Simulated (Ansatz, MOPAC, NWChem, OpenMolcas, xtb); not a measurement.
## GeHF3 (SMILES [F][GeH]([F])[F]): methods side by side

GeHF3, singlet, SMILES `[F][GeH]([F])[F]`. Each level relaxes the structure for itself.

Quantity: the highest harmonic wavenumber at each level's own minimum, in cm⁻¹. The values are calculated.

```csv
level,kind,program,value (cm⁻¹)
PM6,semi-empirical,MOPAC,2455
PM6-D3,semi-empirical,MOPAC,2458
PM6-D3H4,semi-empirical,MOPAC,2458
GFN1-xTB,semi-empirical,xtb,2413
HF/3-21G,Hartree–Fock,OpenMolcas,2362
HF/6-31G* (spherical functions),Hartree–Fock,NWChem,2390
HF/6-31G* (Cartesian functions),Hartree–Fock,OpenMolcas,2382
"B3LYP/6-31G*/LANL2DZ (core potential, spherical functions)",global hybrid,NWChem,2207
PBE0-D4/def2-TZVP,global hybrid,Ansatz,2272
```

All-electron rows without a relativistic Hamiltonian named are non-relativistic, while core potentials hold scalar relativity, so basis and relativity change together. Harmonic and unscaled. The values span 2207 to 2458 cm⁻¹.
